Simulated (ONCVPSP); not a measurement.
Cutoff test, manganese (Mn), ONCV

```
Element                 : manganese
Generator               : ONCVPSP 4.0.1
Type                    : optimised norm-conserving Vanderbilt (ONCV)
Functional              : PBE
Relativity              : scalar-relativistic
Frozen core             : [Ne]
Valence charge          : 15
Reference configuration : 3s2 3p6 3d5 4s2
Partial waves           : 3s+4s: rc 1.50 bohr, ncon 4, nbas 9, qcut 10.4 1/bohr, 2 projectors; 3p: rc 1.25 bohr, ncon 4, nbas 7, qcut 13.9 1/bohr, 2 projectors, debl 2.4 Ha; 3d: rc 1.20 bohr, ncon 4, nbas 8, qcut 12.4 1/bohr, 3 projectors, debl 1.1 Ha
Local potential         : polynomial inside 0.80 bohr (lpopt 5, dvloc0 2 Ha)
Core correction         : polynomial model core, fcfact 0.3
```

Task: For each optimised wave give the share of its norm inside rc, the residual kinetic energy above qcut (Ha) and the cutoffs (Ha) for errors of 10, 1, 0.1 and 0.01 mHa per electron.

Result:

```json
{"wave": "3s", "norm inside rc": "0.962", "residual KE": "5.6e-09", "10 mHa": "20.2", "1 mHa": "29.1", "0.1 mHa": "35.9", "0.01 mHa": "41.3"}
{"wave": "4s", "norm inside rc": "0.051", "residual KE": "5.7e-09", "10 mHa": "7.0", "1 mHa": "24.2", "0.1 mHa": "33.0", "0.01 mHa": "39.9"}
{"wave": "3p", "norm inside rc": "0.843", "residual KE": "2.8e-08", "10 mHa": "22.2", "1 mHa": "29.9", "0.1 mHa": "58.6", "0.01 mHa": "72.1"}
{"wave": "p projector 2", "norm inside rc": "0.069", "residual KE": "4.8e-09", "10 mHa": "18.5", "1 mHa": "25.3", "0.1 mHa": "48.2", "0.01 mHa": "65.5"}
{"wave": "3d", "norm inside rc": "0.598", "residual KE": "7.5e-06", "10 mHa": "50.5", "1 mHa": "60.8", "0.1 mHa": "68.6", "0.01 mHa": "76.5"}
{"wave": "d projector 2", "norm inside rc": "0.121", "residual KE": "6.2e-06", "10 mHa": "47.0", "1 mHa": "59.0", "0.1 mHa": "68.0", "0.01 mHa": "75.7"}
{"wave": "d projector 3", "norm inside rc": "0.070", "residual KE": "1.3e-05", "10 mHa": "48.0", "1 mHa": "60.6", "0.1 mHa": "70.1", "0.01 mHa": "77.9"}
```

The occupied waves need 61 Ha and 69 Ha for 1 and 0.1 mHa.
